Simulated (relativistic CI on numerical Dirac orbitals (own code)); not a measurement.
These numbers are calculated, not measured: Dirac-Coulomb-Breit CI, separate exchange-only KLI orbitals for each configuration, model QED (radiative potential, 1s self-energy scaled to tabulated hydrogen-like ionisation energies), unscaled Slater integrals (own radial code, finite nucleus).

Configurations in the expansion: 1s2, 1s.2s, 1s.2p, 1s.3s, 1s.3p, 1s.3d, 1s.4s, 1s.4p, 1s.4d, 1s.4f, 1s.5s, 1s.5p, 1s.5d, 1s.5f, 1s.5g, 1s.6s, 1s.6p, 1s.6d. Levels of other configurations are missing.

19 of the 19 excited levels that our extract of the measured tables holds in this range could be paired (the sources list more); they are missed by 9100 cm⁻¹ on average and 10368 at most, and levels without a partner can miss by more.

Outline of the computed level scheme of O VII. Lowest level of each configuration: 1s2 1S_0 at 0.000 eV; 1s.2s 3S_1 at 559.908 eV; 1s.2p 3P°_0 at 567.511 eV; 1s.3s 3S_1 at 660.805 eV; 1s.3p 3P°_0 at 662.875 eV; 1s.3d 3D_1 at 663.944 eV; 1s.4s 3S_1 at 695.084 eV; 1s.4p 3P°_0 at 695.933 eV; 1s.4d 3D_1 at 696.373 eV.

Some strong electric-dipole decays among the lowest 27 levels: 1s.2p 1P°_1 → 1s2 1S_0 (3.4e+12 s⁻¹); 1s.3p 1P°_1 → 1s2 1S_0 (1.1e+12 s⁻¹); 1s.4p 1P°_1 → 1s2 1S_0 (4.7e+11 s⁻¹); 1s.3d 3D_3 → 1s.2p 3P°_2 (1.6e+11 s⁻¹); 1s.3d 1D_2 → 1s.2p 1P°_1 (1.5e+11 s⁻¹); 1s.3d 3D_2 → 1s.2p 3P°_1 (1.2e+11 s⁻¹); 1s.3d 3D_1 → 1s.2p 3P°_0 (9.0e+10 s⁻¹); 1s.3d 3D_1 → 1s.2p 3P°_1 (6.7e+10 s⁻¹).
